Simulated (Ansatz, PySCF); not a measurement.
This PySCF input computes a BLYP/def2-TZVPD energy:

```python
from pyscf import gto, scf, dft

mol = gto.M(
    atom='''
    B     1.23064426    0.07062978   -0.26220421
    O     0.06860450   -0.29693456    0.33940966
    C    -1.15244660    0.15858542   -0.01888637
    H     2.22679952   -0.41658462    0.16611487
    H     1.20448738    0.84657476   -1.17142803
    H    -1.98421933   -0.22164513    0.54956749
    H    -1.23444531    0.86247006   -0.83519233
    ''',
    basis='def2-tzvpd',
    charge=0,
    spin=1,
    verbose=4,
)

mf = dft.UKS(mol, xc='blyp').density_fit(auxbasis='def2-universal-jkfit')
mf.grids.level = 3
mf.conv_tol = 1e-9
mf.max_cycle = 100
mf.max_memory = 1500
mf.kernel()
if not mf.converged:
    mf = mf.newton()
    mf.kernel(mf.make_rdm1())
for _ in range(2):
    mo, _, stable, _ = mf.stability(return_status=True)
    if stable:
        break
    mf.kernel(mf.make_rdm1(mo, mf.mo_occ))
mf.analyze()
```

Question: Write an input for the same energy in Ansatz (a quantum-chemistry and plane-wave program) and say what it gives.

Answer: 
Ansatz 0.2 input:
```yaml
crystal:
  periodic: [false, false, false]
  atoms:
    - {symbol: B, position_ang: [1.23064426, 0.07062978, -0.26220421]}
    - {symbol: O, position_ang: [0.06860450, -0.29693456, 0.33940966]}
    - {symbol: C, position_ang: [-1.15244660, 0.15858542, -0.01888637]}
    - {symbol: H, position_ang: [2.22679952, -0.41658462, 0.16611487]}
    - {symbol: H, position_ang: [1.20448738, 0.84657476, -1.17142803]}
    - {symbol: H, position_ang: [-1.98421933, -0.22164513, 0.54956749]}
    - {symbol: H, position_ang: [-1.23444531, 0.86247006, -0.83519233]}
basis:
  gaussian:
    orbitals: def2-TZVPD
hamiltonian:
  xc: {name: BLYP}
magnetization: {spin_polarized: true, initial_magnetization: 1}
output: {forces: true}
```
It gives -140.55181 Eh, and PySCF -140.55189 Eh, a difference of 0.08 mEh, from the treatment of integrals and grids.

It need not be the lowest isomer of its formula.
